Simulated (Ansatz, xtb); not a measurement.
C3H6N2Si: which of two isomers lies lower

Structure I: `[SiH3]c1ncc[nH]1`, a singlet. Structure II: `[SiH3]c1c[nH]cn1`, a singlet. Both are isolated molecules in the gas phase, relaxed with r2SCAN-D4/def2-SVP.

Q: Estimate E(II) − E(I) at the level CCSD(T)/def2-SVP + ΔMP2/def2-TZVPP.

A: Too close to call at this level: CCSD(T)/def2-SVP + ΔMP2/def2-TZVPP gives E(II) − E(I) = −0.49 kcal/mol.

The same difference at several levels:

```csv
level,geometry,E(II) − E(I) (kcal/mol),departure from the last row (kcal/mol),"job, with rough time for the two"
GFN2-xTB,GFN2-xTB,+1.18,+1.66,"optimisation, 0.11 s"
HF/STO-3G,GFN2-xTB,+0.78,+1.27,"single point, 0.28 s"
r2SCAN-D4/def2-SVP//GFN2-xTB,GFN2-xTB,−0.05,+0.44,"single point, 2.3 s"
r2SCAN-D4/def2-SVP,r2SCAN-D4/def2-SVP,−0.17,+0.32,"optimisation, 20 s"
HF/def2-SVP,r2SCAN-D4/def2-SVP,−1.54,−1.06,part of the CCSD(T) run
MP2/def2-SVP,r2SCAN-D4/def2-SVP,−0.42,+0.07,part of the CCSD(T) run
CCSD(T)/def2-SVP,r2SCAN-D4/def2-SVP,−0.74,−0.25,single point
CCSD(T)/def2-SVP + ΔMP2/def2-TZVPP,r2SCAN-D4/def2-SVP,−0.49,,"single point, 21 s"
```

As drawn, both hold the same kinds of bond in the same numbers.

The largest departure from CCSD(T)/def2-SVP + ΔMP2/def2-TZVPP is that of GFN2-xTB, 1.66 kcal/mol. A small imaginary or near-zero mode remains, so no thermal terms are given. The last row adds to CCSD(T) the change of the MP2 difference between the two basis sets, here +0.25 kcal/mol.

The correlated steps freeze 10 core orbitals. Codes used: Ansatz 0.2.0, xtb 6.7.1; the last row on 2 threads of Intel(R) Xeon(R) 6975P-C (Granite Rapids) on a shared host.
